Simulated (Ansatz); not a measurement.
Geometry optimisation, Ansatz, DFT LDA, scalar-relativistic, plane waves, PAW.

Input file:

```yaml
crystal:
  lattice:
    - [8.1, 0.0, 0.0]
    - [0.0, 8.1, 0.0]
    - [0.0, 0.0, 8.1]
  atoms:
    - { symbol: Al, position: [0.5, 0.0, 0.0] }
    - { symbol: Al, position: [0.75, 0.25, 0.0] }
    - { symbol: Al, position: [0.75, 0.0, 0.25] }
    - { symbol: Al, position: [0.0, 0.0, 0.0] }
    - { symbol: Al, position: [0.25, 0.25, 0.0] }
    - { symbol: Al, position: [0.5, 0.5, 0.0] }
    - { symbol: Al, position: [0.75, 0.75, 0.0] }
    - { symbol: Al, position: [0.25, 0.0, 0.25] }
    - { symbol: Al, position: [0.5, 0.25, 0.25] }
    - { symbol: Al, position: [0.75, 0.5, 0.25] }
    - { symbol: Al, position: [0.5, 0.0, 0.5] }
    - { symbol: Al, position: [0.75, 0.25, 0.5] }
    - { symbol: Al, position: [0.75, 0.0, 0.75] }
    - { symbol: Al, position: [0.0, 0.5, 0.0] }
    - { symbol: Al, position: [0.25, 0.75, 0.0] }
    - { symbol: Al, position: [0.0, 0.25, 0.25] }
    - { symbol: Al, position: [0.25, 0.5, 0.25] }
    - { symbol: Al, position: [0.5, 0.75, 0.25] }
    - { symbol: Al, position: [0.0, 0.0, 0.5] }
    - { symbol: Al, position: [0.25, 0.25, 0.5] }
    - { symbol: Al, position: [0.5, 0.5, 0.5] }
    - { symbol: Al, position: [0.75, 0.75, 0.5] }
    - { symbol: Al, position: [0.25, 0.0, 0.75] }
    - { symbol: Al, position: [0.5, 0.25, 0.75] }
    - { symbol: Al, position: [0.75, 0.5, 0.75] }
    - { symbol: Al, position: [0.0, 0.75, 0.25] }
    - { symbol: Al, position: [0.0, 0.5, 0.5] }
    - { symbol: Al, position: [0.25, 0.75, 0.5] }
    - { symbol: Al, position: [0.0, 0.25, 0.75] }
    - { symbol: Al, position: [0.25, 0.5, 0.75] }
    - { symbol: Al, position: [0.5, 0.75, 0.75] }
    - { symbol: Al, position: [0.0, 0.75, 0.75] }
    - { symbol: C, position: [0.62019063, 0.12252189, 0.37400599] }
basis:
  ecutwfc: 420.0
kpoints:
  mp_grid: { grid: [2, 2, 2] }
hamiltonian:
  xc: lda
scf:
  occupations: { method: gaussian, width: 0.15 }
  lower_state_search: "off"
relax:
  f_tol: 0.03
  max_steps: 60
  adjacent_minimum: "off"
```

Run as:

```bash
$ ansatz run input.yaml --threads 2 --pin off --max-ram 5120MiB --backend cpu --events-out ev --progress --plain --runs-dir out
```

Problem. Where does it end, and by what steps?

Solution. It converged. Limits of this set-up: coarse k mesh. After 4 steps the energy has fallen by 1.519 eV; Al3 moved furthest, 0.20 Å.

| step | energy less start (eV) | largest force component (eV/Å) | accepted |
| --- | --- | --- | --- |
| 0 | 0.0000 | 2.843 | yes |
| 1 | -0.9964 | 1.527 | yes |
| 2 | -1.4928 | 0.277 | yes |
| 3 | -1.5089 | 0.076 | yes |
| 4 | -1.5190 | 0.002 | yes |

```xyz
33
Lattice="8.1000 0.0000 0.0000 0.0000 8.1000 0.0000 0.0000 0.0000 8.1000" Properties=species:S:1:pos:R:3
Al 4.019 -0.030 -0.017
Al 6.103 2.054 -0.017
Al 6.187 -0.114 1.912
Al 0.034 0.007 -0.036
Al 1.988 2.017 -0.036
Al 4.056 4.085 -0.036
Al 6.066 6.039 -0.036
Al 2.007 -0.030 1.995
Al 3.936 2.137 1.912
Al 6.103 4.066 1.995
Al 3.936 -0.113 4.162
Al 6.187 2.138 4.163
Al 6.103 -0.030 6.091
Al 0.019 4.069 -0.020
Al 2.004 6.054 -0.020
Al 0.015 2.054 1.995
Al 1.988 4.085 2.032
Al 4.019 6.058 1.995
Al 0.015 -0.030 4.079
Al 2.007 2.054 4.079
Al 4.019 4.066 4.079
Al 6.103 6.058 4.079
Al 1.988 0.007 6.110
Al 4.019 2.054 6.091
Al 6.066 4.085 6.111
Al 0.034 6.039 2.032
Al 0.035 4.085 4.042
Al 1.988 6.039 4.042
Al 0.035 2.017 6.111
Al 2.004 4.069 6.095
Al 4.056 6.039 6.110
Al 0.019 6.054 6.095
C 5.063 1.013 3.037
```

Time of the run: 26 s on 2 threads of Intel(R) Xeon(R) Platinum 8488C (Sapphire Rapids), on a shared host, peak memory 1 GiB.
